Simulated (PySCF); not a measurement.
## Constants of InCl, step by step

State: ¹Σ⁺, singlet, closed shell. De refers to In + Cl. RHF-based CCSD(T) in PySCF 2.14 with In cc-pwCVDZ-PP with ECP28, Cl aug-cc-pV(D+d)Z and In cc-pwCVTZ-PP with ECP28, Cl aug-cc-pV(T+d)Z (frozen core orbitals: 9; scalar-relativistic core potentials). Correlation energies are extrapolated as n⁻³ (n = 2, 3), Hartree–Fock as (n+1)·exp(−9√n). CV is the change on freezing 5 orbitals instead, in In cc-pwCVTZ-PP with ECP28, Cl cc-pwCVTZ.

```csv
Level,Re (Å),ωe (cm⁻¹),ωexe (cm⁻¹),αe (cm⁻¹),De (eV)
CCSD(T)/DZ,2.4516,296.6,0.881,0.000485,4.360
CCSD(T)/TZ,2.4173,312.1,1.00,0.000504,4.520
HF/CBS,2.4306,308.0,1.08,0.000527,3.414
MP2/CBS,2.4001,317.2,1.02,0.000510,4.816
CCSD/CBS,2.4087,316.6,1.03,0.000508,4.449
CCSD(T)/CBS,2.4098,315.9,1.01,0.000504,4.597
CCSD(T)/CBS+CV,2.4079,316.4,1.02,0.000504,4.606
```

Question: How much is left between CCSD(T)/TZ and the basis-set limit, and how much do the triples give at the limit?

Answer: CCSD(T)/CBS less CCSD(T)/TZ: -7.5 mÅ in Re, +3.8 cm⁻¹ in ωe and +0.077 eV in De. CCSD(T)/CBS less CCSD/CBS: +1.1 mÅ in Re, -0.7 cm⁻¹ in ωe and +0.148 eV in De.

Question: What do the later terms add?

Answer: CV: -1.9 mÅ in Re, +0.5 cm⁻¹ in ωe and +0.009 eV in De, each against the row above.

The T1 diagnostic is 0.015. The open-shell atoms are computed with UHF. Spin–orbit coupling, excitations beyond (T) and corrections to the Born–Oppenheimer picture are left out, and spin–orbit coupling matters for open p, d or f shells this heavy.

The whole job (state search and all basis sets along the bond) took about 19 min on 4 threads of Arm Neoverse V2 (shared host), peak memory 7 GiB.
